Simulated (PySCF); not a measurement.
Germanium: a sound run and one with changed settings

Sound run: Ge²⁺ [Ar] 3d10 4s2, Ge³⁺ [Ar] 3d10 4s1. Computed with PySCF 2.14 in def2-TZVP, with no relativity, point nucleus. In the sound run the correlated levels freeze [Ar] 3d10. The sound run starts from symmetry-adapted Hartree-Fock orbitals and uses a fine grid where one is needed.

A second run was set up differently.

```tsv
species	method	sound run (hartree)	changed run (hartree)	converged
Ge²⁺	MP2	-2074.51700	-2074.78921	yes
Ge³⁺	MP2	n/a	-2073.58001	yes
```

Ionisation energy of Ge²⁺:

| method | sound run (eV) | changed run (eV) |
| --- | --- | --- |
| UHF | 31.705 | 31.705 |
| MP2 | 32.490 | 32.904 |
| SCS-MP2 | 32.647 | 32.979 |

Question: What was changed?
A. a valence shell is frozen
B. all electrons correlated in a valence basis
C. minimal basis
D. basis contracted for another Hamiltonian

Answer: B. A valence basis has no tight correlating functions, so it recovers only part of the core correlation, and not evenly between atom and ion.
